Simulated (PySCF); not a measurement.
B(I)(Me)2 (C₂H₆BI), SMILES CB(C)I.

Geometry: B3LYP-D3(BJ)/def2-SVP. The def2 effective core potentials stand for the cores of I; spin–orbit coupling is left out.

These are PBE/def2-TZVP in PySCF values and carry that method's errors.

Gas-phase values at a fixed geometry.

Computed frontier levels, gap, dipole moment and polarisability:
```json
{
  "highest_occupied_level": "-6.08 eV",
  "lowest_empty_level": "-2.08 eV",
  "orbital_gap": "4.00 eV",
  "dipole_moment": "1.87 D",
  "quadrupole, principal values (traceless, Buckingham form, about the centre of nuclear charge)": "-2.12, -1.02, 3.14 D·Å",
  "mean_static_polarisability": "74.6 bohr³ (11.05 Å³)",
  "polarisability_principal_values": "57.2, 70.4, 96.1 bohr³"
}
```
